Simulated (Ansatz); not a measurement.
B₂Cl₃, charge +2, doublet, at a GFN2-xTB geometry of the parent state (a state made from the parent by changing its charge; the spin is typed, not shown lowest); MP2/cc-pVDZ (Ansatz, a program for electronic structure).

Input for Ansatz:
Ansatz 0.2 input:
```yaml
crystal:
  periodic: [false, false, false]
  atoms:
    - {symbol: Cl, position_ang: [2.49847408, -0.10345395, -0.02546910]}
    - {symbol: B, position_ang: [0.96574237, -0.36792660, -0.02108770]}
    - {symbol: B, position_ang: [-0.64549359, -0.30433388, -0.00477006]}
    - {symbol: Cl, position_ang: [-0.54010773, 1.47254949, 0.05522401]}
    - {symbol: Cl, position_ang: [-2.05255717, -1.17137187, -0.02214968]}
basis:
  gaussian:
    orbitals: cc-pVDZ
total_charge: 2
magnetization: {spin_polarized: true, initial_magnetization: 1}
correlation: {method: mp2}
```

What the program printed (banner, timings and long lists left out):

```
Functional definition: HF
848 factors; integrals over basis functions are off by at most 9.4e-4 eV
mean field evaluation 1: about -38829.4190 eV, gradient 1.7e1 eV
mean field evaluation 2: about -38829.5746 eV, gradient 1.7e1 eV
mean field evaluation 4: about -38831.7351 eV, gradient 2.9e0 eV
mean field evaluation 8: about -38831.9209 eV, gradient 6.8e-1 eV
mean field evaluation 16: about -38832.3322 eV, gradient 3.5e-2 eV
mean field evaluation 32: about -38832.2969 eV, gradient 1.4e-6 eV
mean field evaluation 64: about -38832.0339 eV, gradient 1.7e0 eV
mean field evaluation 96: about -38831.8658 eV, gradient 1.5e-3 eV
mean field -38832.33221191 eV, -1427.0618872875 hartree, gradient 5.0e-6 eV, S^2 0.765146; 10 other end points of the search recorded, 0 dependent functions left out
17 core orbitals not correlated
reference -38832.33221191 eV, -1427.0618872875 hartree; 13, 12 occupied and 52, 53 virtual orbitals, 848 factors
second order -14.18889502 eV of doubles, -0.00000000 eV of singles
Total energy: -38846.52110693 eV, -1427.5833195618 hartree
```
